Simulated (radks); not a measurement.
Q: The mean radii <r> (bohr) of the occupied orbitals of an atom or ion are listed with their occupations. Method: non-relativistic Kohn-Sham, PBE, spin-polarised, spherical densities, point nucleus; computed with a radial shooting solver on a logarithmic mesh with Libxc functionals.

| orbital | occ. | <r> |
|---|---|---|
| 1s up | 1 | 0.09138 |
| 1s down | 1 | 0.09131 |
| 2s up | 1 | 0.4349 |
| 2s down | 1 | 0.4359 |
| 2p up | 3 | 0.3917 |
| 2p down | 2 | 0.3933 |
| 3s up | 1 | 1.290 |
| 3s down | 1 | 1.301 |
| 3p up | 1 | 1.354 |
| 3d up | 1 | 1.455 |

Name the element and its charge. Open shells, if any, are filled with parallel spins first.

A: Z = 17, chlorine, charge +4: Cl4+ in [He] 2s2 2p5 3s2 3p1 3d1. The 1s radius gives Z: for a bare nucleus <r> = 1.5/Z, 0.08824 bohr for Z = 17, and screening makes it slightly larger (0.09138 here). The occupations add up to 13, and the charge is Z minus that.
